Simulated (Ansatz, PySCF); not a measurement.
C3H9Ge, SMILES [GeH3][C](C)C, multiplicity 2. Atoms are numbered in the order given.

```xyz
13

C     -1.1466     1.7719     0.1376
C     -0.8478     0.3111     0.1570
C     -2.0067    -0.6240     0.2377
Ge     0.9457    -0.3445    -0.1164
H     -1.6979     2.0574    -0.7808
H     -1.8010     2.0570     0.9830
H     -0.2448     2.4003     0.1850
H     -2.6377    -0.5617    -0.6716
H     -1.7082    -1.6763     0.3557
H     -2.6707    -0.3651     1.0839
H      1.1123    -1.7158     0.5697
H      1.2754    -0.5311    -1.6180
H      1.9639     0.6592     0.4620
```
Charge 0, spin multiplicity 2.

Geometry: PBE0-D3(BJ)/def2-SVP. The isomer is the one that the SMILES or the coordinates give; other isomers of the formula were not compared.

Two levels are set side by side: PBE-D3(BJ)/def2-SVP (Ansatz, an electronic-structure program) and PBE0-D3(BJ)/def2-SVP (Ansatz). Each level has its own optimised geometry; the coordinates shown are those of the second. Frequencies come from the Hessian of PySCF at each geometry. Differences are taken from unrounded values.

```json
[
 {"quantity": "mean bond length (Å)", "PBE0-D3(BJ)": "1.348"},
 {"quantity": "bond C1–C2 (Å)", "PBE0-D3(BJ)": "1.491"},
 {"quantity": "bond C2–C3 (Å)", "PBE0-D3(BJ)": "1.491"},
 {"quantity": "bond C2–Ge4 (Å)", "PBE0-D3(BJ)": "1.929"},
 {"quantity": "bond C1–H5 (Å)", "PBE0-D3(BJ)": "1.109"},
 {"quantity": "bond C1–H6 (Å)", "PBE0-D3(BJ)": "1.106"},
 {"quantity": "bond C1–H7 (Å)", "PBE0-D3(BJ)": "1.100"},
 {"quantity": "bond C3–H8 (Å)", "PBE0-D3(BJ)": "1.109"},
 {"quantity": "bond C3–H9 (Å)", "PBE0-D3(BJ)": "1.100"},
 {"quantity": "bond C3–H10 (Å)", "PBE0-D3(BJ)": "1.106"},
 {"quantity": "bond Ge4–H11 (Å)", "PBE0-D3(BJ)": "1.542"},
 {"quantity": "bond Ge4–H12 (Å)", "PBE0-D3(BJ)": "1.549"},
 {"quantity": "bond Ge4–H13 (Å)", "PBE0-D3(BJ)": "1.542"},
 {"quantity": "highest harmonic wavenumber (cm⁻¹)", "PBE0-D3(BJ)": "3140"},
 {"quantity": "mean harmonic wavenumber (cm⁻¹)", "PBE0-D3(BJ)": "1363"},
 {"quantity": "zero-point energy (kcal/mol)", "PBE0-D3(BJ)": "64.28"}
]
```

Q: What does PBE-D3(BJ) give, and how far is it from PBE0-D3(BJ)? (The exact figures need the calculation; the answer reports its results.)

A: 
```csv
quantity,PBE-D3(BJ),PBE-D3(BJ) minus PBE0-D3(BJ)
mean bond length (Å),1.357,0.009
bond C1–C2 (Å),1.496,0.005
bond C2–C3 (Å),1.496,0.005
bond C2–Ge4 (Å),1.940,0.011
bond C1–H5 (Å),1.118,0.010
bond C1–H6 (Å),1.115,0.009
bond C1–H7 (Å),1.108,0.008
bond C3–H8 (Å),1.118,0.010
bond C3–H9 (Å),1.108,0.008
bond C3–H10 (Å),1.116,0.009
bond Ge4–H11 (Å),1.554,0.012
bond Ge4–H12 (Å),1.562,0.013
bond Ge4–H13 (Å),1.554,0.012
highest harmonic wavenumber (cm⁻¹),3049,-91
mean harmonic wavenumber (cm⁻¹),1316,-47
zero-point energy (kcal/mol),62.08,-2.20
```

GGA bonds tend to be longer and softer than those of functionals with exact exchange. Differences between two approximate levels are no errors against the true value.
